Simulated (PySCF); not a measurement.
# Energy of Cr²⁺ (chromium, charge +2) between two integer charges

The 3d alpha orbital of [Ar] 3d4 is emptied in steps (occupation f), with all orbitals relaxed, ending at [Ar] 3d3. All numbers are calculated (PySCF 2.14, the non-relativistic Hamiltonian (point nucleus), in aug-pcseg-2). The exact energy is a straight line in f; departures are measured from the line between the end points of the same method.

Problem. Among PBE0, r2SCAN, LC-wPBE, which shows the largest delocalisation error (convex curve), and which is closest to linear?

Solution. Most convex: r2SCAN (-1.835 eV at f = 0.5); closest to linear: LC-wPBE (-0.702 eV).

```tsv
f	PBE0 (eV)	r2SCAN (eV)	LC-wPBE (eV)
1	0.000	0.000	0.000
0.75	-1.020	-1.369	-0.516
0.5	-1.372	-1.835	-0.702
0.25	-1.037	-1.382	-0.536
0	0.000	0.000	0.000
```

```tsv
method	E(f=0) − E(f=1) (eV)	−ε at f=1 (eV)	−ε at f=0.5 (eV)
PBE0	31.453	26.063	31.409
r2SCAN	31.202	23.948	31.169
LC-wPBE	31.589	28.893	31.536
```

Reference removal energy between the ground levels: 30.959 ± 0.025 eV (measured; NIST Atomic Spectra Database, ionization energies). The calculation has no spin-orbit coupling. The determinant left behind need not be the lowest term of the ion.
